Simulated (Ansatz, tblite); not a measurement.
Isomers of Li8H8 (singlet), found by a short tight-binding search and relaxed with r2SCAN-D4/def2-SVP in Ansatz.

The xTB rows come from tblite. Correlated methods freeze no core orbitals; core or outer-core shells of Li are correlated, in sets that lack core-valence functions.

Run but left out: HF/def2-TZVP (C: restricted singlet, unstable towards broken spin symmetry).

C: The restricted singlet is unstable towards broken spin symmetry in Hartree–Fock (as tested in another run); at LDA (SPW92)/def2-TZVP, PBE-D4/def2-TZVP, r2SCAN-D4/def2-TZVP, PBE0-D4/def2-TZVP and others this wasn't settled. At CCSD(T)/def2-TZVP the restricted singlet (for correlated methods, its reference) is unstable: a solution with broken spin symmetry lies lower.

Other spin states weren't relaxed.

A:

```xyz
16

Li   -0.865    0.406   -0.982
Li   -2.091   -1.081   -2.659
Li   -1.347   -2.170   -0.545
Li    1.906    1.007    2.822
Li    1.476    2.274    0.725
Li    0.329   -1.547   -2.318
Li    1.035   -0.337    0.832
Li   -0.445    1.449    2.127
H     2.494    0.815    1.095
H    -0.583   -0.045   -2.782
H    -2.376   -0.711   -0.885
H    -1.153   -2.629   -2.315
H     0.438   -0.069    2.596
H     0.292   -1.320   -0.494
H     0.980    2.559    2.468
H    -0.090    1.402    0.315
```

B:

Cartesian coordinates in Å:
```
Li 2.5953 -0.1559 -0.5158
Li 0.1530 1.0229 -1.6949
Li -0.0636 -1.8207 -0.7933
Li -2.3479 -0.7477 -0.9763
Li 1.6480 2.0762 0.0539
Li -1.8950 -1.1716 1.4362
Li -1.2532 1.2246 0.9381
Li 1.1631 -0.4268 1.5524
H -1.6732 -2.1967 -0.0249
H -0.5364 -0.1374 2.0029
H 2.4168 0.8043 1.0672
H 1.9631 1.1781 -1.5438
H -0.1373 2.0648 -0.1677
H 1.4779 -1.4588 0.0235
H -0.8041 -0.4708 -1.8571
H -2.7065 0.2156 0.4998
```

C:

```xyz
16

Li   -0.083    2.961    0.466
Li   -0.897    0.974    2.136
Li   -1.642   -1.356    0.930
Li   -0.041   -1.643   -1.449
Li    0.764   -1.243    1.328
Li    1.425    0.767   -0.942
Li   -1.285    0.814   -1.469
Li    1.799    1.657    1.368
H    -1.773   -2.176   -2.389
H     0.302   -0.044   -2.110
H    -1.277   -2.439   -2.915
H     0.292    2.321    2.126
H     1.470    2.466   -0.281
H    -0.687   -0.784    2.348
H     1.871   -0.011    0.685
H    -0.238   -2.264    0.168
```

Q: Estimate their order by electronic energy at PBE0-D4/def2-TZVP, counted from the lowest.

A: B (0.00) < A (0.62) < C (2.36), in eV.

Q: Do the other levels pick the same lowest one?

A: All that were run do. Energies above each level's lowest (eV):

```
                 level     A     B     C
              GFN1-xTB  0.34  0.00  2.07
 LDA (SPW92)/def2-TZVP  0.52  0.00  2.32
      PBE-D4/def2-TZVP  0.60  0.00  2.22
   r2SCAN-D4/def2-TZVP  0.61  0.00  2.45
     PBE0-D4/def2-TZVP  0.62  0.00  2.36
CAM-B3LYP-D4/def2-TZVP  0.69  0.00  2.85
         MP2/def2-TZVP  0.67  0.00  2.52
        CCSD/def2-TZVP  0.67  0.00  2.42
     CCSD(T)/def2-TZVP  0.66  0.00  2.36
```
Point groups (tolerance 0.1 Å): A C2, B not assigned, C not assigned. Lower isomers may exist.
